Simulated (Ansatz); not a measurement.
Species: C₅H₁₁O (charge 0, doublet). It need not be the lowest isomer of its formula. 
Structure (B3LYP-D3(BJ)/def2-TZVP (Ansatz, a first-principles code) minimum search):
```xyz
17

C      2.9517     0.0742    -0.2688
C      1.7084    -0.3551     0.5049
C      0.4224     0.2534    -0.0472
C     -0.8344    -0.1753     0.7381
C     -2.1119     0.3657     0.2060
O     -2.5750    -0.0767    -1.0086
H      2.8826    -0.2213    -1.3184
H      3.8558    -0.3762     0.1452
H      3.0767     1.1592    -0.2399
H      1.8162    -0.0741     1.5578
H      1.6258    -1.4471     0.4900
H      0.3040    -0.0289    -1.0981
H      0.4946     1.3454    -0.0319
H     -0.7298     0.1381     1.7806
H     -0.8776    -1.2740     0.7551
H     -2.4181     1.3855     0.3988
H     -2.2480    -0.9703    -1.1689
```
Charge 0, spin multiplicity 2.

Basis-set convergence of Hartree-Fock and MP2 correlation energies (hartree) with Ansatz. Cores are frozen in the correlated levels unless marked. Open shells are spin-unrestricted. No spin-orbit coupling. No relativistic terms.

```tsv
basis	functions	E(HF)	E(corr, MP2)
cc-pVDZ	139	-270.58060	-0.88033
cc-pVTZ	334	…	…
```

Question: What belongs in the gaps?

Answer: 
- cc-pVTZ, E(HF): -270.66010
- cc-pVTZ, E(corr, MP2): -1.08892
